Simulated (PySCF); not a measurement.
Method: PBE/[Ta def2-TZVP with ECP60, O def2-TZVP], scalar-relativistic core potentials, density fitting, no spin–orbit coupling, PySCF. Open shells, if any, are unrestricted.

Q: What shape and geometry does isolated doublet TaO₂ take (every ligand bound to Ta)?

A: Formally Ta is in oxidation state +4, d1, with 1 unpaired electron. The Mulliken spin on Ta is 1.18. The polar-tensor charge on Ta, 1.34, is far below the formal one. The lowest minimum found is a doublet of C2v symmetry with Ta–O 1.738 Å (×2); O–Ta–O 104.6°. Its harmonic wavenumbers are 337 (a1), 913 (b2), 973 (a1) cm⁻¹ and its dipole moment is 5.12 D.

This need not be the most stable arrangement of these atoms. With open d or f shells other occupations or spin states may lie lower. No spin–orbit coupling is included, which matters more the heavier the element.
